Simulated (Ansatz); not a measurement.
Species: SnF$_{2}$, net charge 0, singlet state. SMILES: [F][Sn][F]
Structure (B3LYP-D3(BJ)/def2-TZVP (Ansatz, an electronic-structure program) minimum search):
```
Sn
F 1 1.9482
F 1 1.9482 2 96.21
```

Quantity: vertical electron affinity (to the doublet state of charge -1; a negative value means that the extra electron is unbound and the number depends on the basis; each state is the SCF solution reached for its spin), in eV. Correlated levels leave the core frozen unless marked. Open shells are spin-unrestricted. Spin-orbit coupling is left out. The frozen core is the preceding noble-gas configuration, with the filled d and f shells of earlier blocks. In def2 rows, elements after Kr have scalar-relativistic effective core potentials. Anions need diffuse functions: def2-D sets add few. CBS(X,Y): correlation extrapolated as X^-3; Hartree-Fock from the larger set.

```csv
level,program,vertical electron affinity (eV)
HF/def2-QZVPPD,Ansatz,0.72
SVWN5/def2-TZVPD,Ansatz,0.99
BHLYP/def2-TZVPD,Ansatz,0.97
CAM-B3LYP/def2-TZVPD,Ansatz,1.03
wB97X-V/def2-TZVPD,Ansatz,0.90
wB97X/def2-TZVPD,Ansatz,0.88
"RI-MP2/CBS(def2-TZVPPD,def2-QZVPPD)",Ansatz,0.84
SCS-MP2/def2-TZVPPD,Ansatz,0.74
CCSD/def2-SVPD,Ansatz,0.76
```
